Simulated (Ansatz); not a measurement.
Ansatz (a first-principles code) input:
A basis named .json is the Basis Set Exchange file of that set.

Ansatz 0.2 input:
```yaml
crystal:
  periodic: [false, false, false]
  atoms:
    - {symbol: Si, position_ang: [-0.00483958, 0.00744110, 0.00348548]}
    - {symbol: O, position_ang: [1.43864052, -0.29529703, -0.72800816]}
    - {symbol: O, position_ang: [0.43062953, 0.66518940, 1.44694375]}
    - {symbol: O, position_ang: [-0.97518142, 1.09170160, -0.75008420]}
    - {symbol: N, position_ang: [-0.92976487, -1.41953016, 0.01300545]}
    - {symbol: H, position_ang: [1.40348869, -0.77480948, -1.55951950]}
    - {symbol: H, position_ang: [1.34849156, 0.55443899, 1.70648421]}
    - {symbol: H, position_ang: [-0.83606626, 2.01316620, -0.51840814]}
    - {symbol: H, position_ang: [-0.56114687, -2.28304979, 0.37576661]}
    - {symbol: H, position_ang: [-1.93136812, -1.36996210, 0.10503066]}
basis:
  gaussian:
    orbitals: aug-cc-pV_D+d_Z.json
magnetization: {spin_polarized: false}
correlation: {method: ccsd_t, electrons: outside_noble_gas}
output: {forces: true}
```

**Question.** Predict the final energy.

**Answer.** -572.07611 Eh (CCSD(T)/aug-cc-pV(D+d)Z). The basis has 169 functions. The run takes very roughly 11 core-minutes.
